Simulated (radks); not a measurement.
Q: Radial electron density D(r) = 4 pi r^2 rho(r) of an atom or ion with 23 electrons. All-electron calculation, scalar-relativistic Kohn-Sham, PBEsol, spin-polarised, spherical densities, finite nucleus; Fermi nuclear charge, rms radius of each element as measured or else 0.836 A^(1/3) + 0.57 fm. Program: a radial shooting solver on a logarithmic mesh with Libxc functionals.

r (bohr)  D(r) (e/bohr)  spin D(r)
0.007306          4.672  -0.000524
0.008237          5.659  -0.000634
0.009362          6.899  -0.000772
0.01064           8.350  -0.000935
0.012             9.910   -0.00111
0.01363           11.79   -0.00132
0.01537           13.74   -0.00154
0.01747           16.00   -0.00179
0.01986           18.38   -0.00207
0.02239           20.64   -0.00234
0.02545           22.99   -0.00263
0.02869           25.00   -0.00290
0.03261           26.79   -0.00319
0.03706           28.06   -0.00348
0.04179           28.66   -0.00376
0.0475            28.60   -0.00411
0.05355           27.89   -0.00450
0.06086           26.56   -0.00500
0.06862           25.02   -0.00553
0.07799           23.40   -0.00599
0.08864           22.24   -0.00590
0.09995           21.93   -0.00449
0.1136            22.63  0.0000610
0.1281            24.26    0.00970
0.1456            26.70     0.0299
0.1654            29.22     0.0665
0.1865            30.93      0.123
0.212             31.31      0.217
0.239             29.93      0.347
0.2717            26.62      0.539
0.3063            22.32      0.777
0.3482            17.44       1.10
0.3957            13.38       1.48
0.4461            11.05       1.88
0.5071            10.39       2.33
0.5717            11.09       2.74
0.6498            12.39       3.10
0.7385            13.33       3.33
0.8327            13.30       3.41
0.9464            12.15       3.34
1.067             10.30       3.13
1.213             7.961       2.80
1.378             5.720       2.40
1.554             3.976       2.00
1.766             2.588       1.57
1.991             1.689       1.20
2.263             1.053      0.858
2.552            0.6657      0.593
2.9              0.3961      0.374
3.297            0.2244      0.219
3.717            0.1237      0.123
4.224           0.06018     0.0600
4.763           0.02776     0.0277
5.413           0.01070     0.0107

What is the nuclear charge?

A: Z = 24. The innermost maximum, from 1s, lies near gamma/Z bohr with gamma = sqrt(1 - (Z/c)^2) = 0.985, here 0.041 bohr (found: 0.0442), and its height grows with Z. The density is that of the chromium ion Cr+ in [Ar] 3d5; the configuration itself is not fixed sharply by these data, and Z only to about a unit. D(r) has 3 maxima, at r = 0.0442, 0.205, 0.781 bohr, and minima at 0.0984, 0.499 bohr, inside which lie 2.13, 10.57 electrons.
